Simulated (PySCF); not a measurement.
**Energy of Ga²⁺ (gallium, charge +2) between two integer charges**

The 4s alpha orbital of [Ar] 3d10 4s1 is emptied in steps (occupation f), with all orbitals relaxed, ending at [Ar] 3d10. All numbers are calculated (PySCF 2.14, the non-relativistic Hamiltonian (point nucleus), in def2-TZVPPD). The exact energy is a straight line in f; departures are measured from the line between the end points of the same method.

```tsv
f	UHF (eV)	LDA (eV)	PBE (eV)	PBE0 (eV)	r2SCAN (eV)	LC-wPBE (eV)	BHandHLYP (eV)	HSE06 (eV)	CAM-B3LYP (eV)
1	0.000	0.000	0.000	0.000	0.000	0.000	0.000	0.000	0.000
0.75	0.018	-0.892	-0.902	-0.661	-0.766	-0.116	-0.468	-0.724	-0.434
0.5	0.024	-1.181	-1.207	-0.882	-1.010	-0.157	-0.628	-0.964	-0.581
0.25	0.018	-0.875	-0.909	-0.663	-0.748	-0.128	-0.477	-0.728	-0.439
0	0.000	0.000	0.000	0.000	0.000	0.000	0.000	0.000	0.000
```

| method | E(f=0) − E(f=1) (eV) | −ε at f=1 (eV) | −ε at f=0.5 (eV) |
| --- | --- | --- | --- |
| UHF | 29.184 | 29.284 | 29.183 |
| LDA | 31.339 | 26.563 | 31.382 |
| PBE | 31.029 | 26.232 | 31.010 |
| PBE0 | 30.657 | 27.137 | 30.649 |
| r2SCAN | 30.768 | 26.612 | 30.815 |
| LC-wPBE | 30.640 | 30.005 | 30.609 |
| BHandHLYP | 30.574 | 28.089 | 30.551 |
| HSE06 | 30.735 | 26.853 | 30.721 |
| CAM-B3LYP | 31.046 | 28.737 | 31.035 |

Orbital energy along the path (eV):

| f | UHF | LDA | PBE | PBE0 | r2SCAN | LC-wPBE | BHandHLYP | HSE06 | CAM-B3LYP |
| --- | --- | --- | --- | --- | --- | --- | --- | --- | --- |
| 1 | -29.284 | -26.563 | -26.232 | -27.137 | -26.612 | -30.005 | -28.089 | -26.853 | -28.737 |
| 0.75 | -29.233 | -28.980 | -28.612 | -28.892 | -28.772 | -30.336 | -29.316 | -28.819 | -29.884 |
| 0.5 | -29.183 | -31.382 | -31.010 | -30.649 | -30.815 | -30.609 | -30.551 | -30.721 | -31.035 |
| 0.25 | -29.135 | -33.727 | -33.441 | -32.423 | -32.794 | -30.924 | -31.813 | -32.649 | -32.197 |
| 0 | -29.090 | -35.898 | -35.843 | -34.147 | -34.667 | -31.388 | -33.184 | -34.592 | -33.424 |

Reference removal energy between the ground levels: 30.726 eV (measured; NIST Atomic Spectra Database, ionization energies). UHF lacks correlation.
